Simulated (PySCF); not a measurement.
## Steps of a relaxation of [Ta3]+

[Ta3]+ (singlet). PySCF 2.14.0, RKS TPSS, Ta def2-SVP with ECP60; non-relativistic Hamiltonian with scalar-relativistic core potentials where named; density fitting; no spin-orbit coupling. Origin of the start: template. Columns: position (Å) and force (eV/Å). Energies are counted from the last step; some of the 4 steps are shown. Forces carry noise of the integration grid, about 0.01 to 0.03 eV/Å.

Run from Python with OMP_NUM_THREADS=2. Where DIIS fails, smearing, a level shift and second-order steps follow.
It took 17 s on 2 threads of Arm Neoverse V2 (shared host), from the converged density of the start.

```xyz
3
step 0  E = 0.096 eV
Ta    1.4713    0.0000    0.0000    -1.60    0.00    0.00
Ta   -0.7357    1.2742    0.0000     0.80   -1.38    0.00
Ta   -0.7357   -1.2742    0.0000     0.80    1.38    0.00
```

```xyz
3
step 1  E = 0.020 eV
Ta    1.4501    0.0000    0.0000    -0.76    0.00    0.00
Ta   -0.7251    1.2558    0.0000     0.38   -0.66    0.00
Ta   -0.7251   -1.2558    0.0000     0.38    0.66    0.00
```

```xyz
3
step 2  E = 0.000 eV
Ta    1.4307    0.0000    0.0000     0.10    0.00    0.00
Ta   -0.7154    1.2391    0.0000    -0.05    0.08    0.00
Ta   -0.7154   -1.2391    0.0000    -0.05   -0.08    0.00
```

Task: Where does the relaxation end?

Result: It converges at step 3 in D3h:
```xyz
3
step 3  E = 0
Ta    1.4329    0.0000    0.0000
Ta   -0.7165    1.2409    0.0000
Ta   -0.7165   -1.2410    0.0000
```

No frequency check is given that shows the relaxed geometry to be a minimum.
